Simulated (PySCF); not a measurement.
WO2F, SMILES [O]=[W](=[O])[F] (connectivity only; charge and spin as stated), neutral, multiplicity 2.

Geometry optimised at r2SCAN-D4/def2-TZVP. The multiplicity is an assumed one; other spin states were not compared. The isomer is the one that the SMILES or the coordinates give; other isomers of the formula were not compared. The def2 effective core potentials stand for the cores of W; spin–orbit coupling is left out.

The numbers are results of PBE/def2-TZVPD in PySCF, not measurements.

The molecule is in vacuum.

Computed frontier levels, dipole moment and polarisability:
```
Item                                                                                                             Value
---------------------------------------------------------------------------------------------  -----------------------
α spin, highest occupied and lowest empty level                                                     -6.61 and -4.16 eV
β spin, highest occupied and lowest empty level                                                     -7.97 and -4.94 eV
dipole moment                                                                                                0.446 e·Å
quadrupole, principal values (traceless, Buckingham form, about the centre of nuclear charge)   -3.36, -3.30, 6.67 D·Å
mean static polarisability                                                                        46.2 bohr³ (6.84 Å³)
polarisability, principal values                                                                41.5, 46.3, 50.8 bohr³
⟨S²⟩                                                                                           0.756 (pure state 0.75)
```
